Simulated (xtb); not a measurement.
C₂H₁₂OSi₃, SMILES O[Si@@H]([SiH3])CC[SiH3]. All values are semi-empirical tight-binding results from xtb (GFN2-xTB unless named), good for trends rather than for accurate numbers. Coordinates come from a GFN2-xTB optimisation. The structure was generated by enumeration; whether it is a known compound was not checked. Other conformers were not sampled.

```json
{
  "orbital_gap": "4.41 eV",
  "dipole_moment": "1.77 D",
  "zero_point_energy": "78.1 kcal/mol",
  "G − E(el) at 298.15 K (modified RRHO)": "54.7 kcal/mol",
  "static polarisability (D4 model)": "117.0 bohr³",
  "solvation energy, GFN2-xTB/ALPB(water)": "-1.7 kcal/mol",
  "solvation energy, GFN2-xTB/ALPB(dmf)": "-7.1 kcal/mol"
}
```
